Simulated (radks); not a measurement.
The nuclear charge of the strontium ion Sr2+ is varied continuously with 36 electrons held in [Kr]. All-electron calculation, scalar-relativistic Kohn-Sham, r2SCAN, spin-unpolarised, spherical densities, finite nucleus; meta-GGA in the generalised Kohn-Sham scheme; Fermi nuclear charge, rms radius 4.224 fm. Program: a radial shooting solver on a logarithmic mesh with Libxc functionals. By the Hellmann-Feynman theorem dE/dZ = E(electron-nucleus)/Z, the electronic potential at the nucleus (averaged over a nucleus of fixed radius). The scalar-relativistic energy here is not variational (the density holds large components alone), so the two differ by a part that grows with Z.

Z      E (hartree)  E(electron-nucleus)/Z (hartree)  HOMO  e(HOMO) (eV)  <r> HOMO (bohr)
37     -2981.53208                         -193.990    4p       -22.167            1.709
37.25  -3030.33427                         -195.743    4p       -25.688            1.663
37.5   -3079.57690                         -197.497    4p       -29.356            1.621
37.75  -3129.26003                         -199.250    4p       -33.168            1.582
38     -3179.38377                         -201.004    4p       -37.121            1.545
38.25  -3229.94827                         -202.759    4p       -41.211            1.511
38.5   -3280.95370                         -204.514    4p       -45.437            1.478

The central difference of E at Z = 38 is -201.376 hartree, to compare with the third column; the second derivative is -7.05 hartree.
